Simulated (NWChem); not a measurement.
Molecule: chlorotrifluoromethane (CClF3); SMILES FC(F)(F)Cl

Program: NWChem. Medium grid unless said otherwise, to which SCAN and Minnesota functionals are sensitive. Geometry: optimised at PBE0/def2-SVP. Hybrids' shares of exact exchange are those that their runs print; pure functionals count as 0. The functionals differ in more than this share.

```csv
row,share of exact exchange,orbital gap (eV)
"LDA (Slater exchange, VWN5)/def2-TZVPD",0.00,7.10
PBE/def2-TZVPD,0.00,7.16
B3LYP/def2-TZVPD,0.20,9.16
PBE0/def2-TZVPD,0.25,9.80
M06-2X/def2-TZVPD,0.54,11.78
Hartree-Fock/def2-TZVPD,1.00,withheld
```

Q: Fit a straight line of the last column on the one before it, predict the withheld value, and compare with the run.

A: 
1. Means of the 5 shown rows: x = 0.198, y = 9.000. Slope Σ(x − x̄)(y − ȳ)/Σ(x − x̄)² = 1.733/0.1981 = 8.750; intercept 7.268.
2. The shown rows scatter about the line by 0.212 (root mean square); the largest residual is +0.34, at PBE0/def2-TZVPD.
3. At x = 1.00 (Hartree-Fock/def2-TZVPD; beyond the shown range) the line gives 16.02.
4. The run gives 15.24, -0.78 from the line, 3.7 times the scatter.
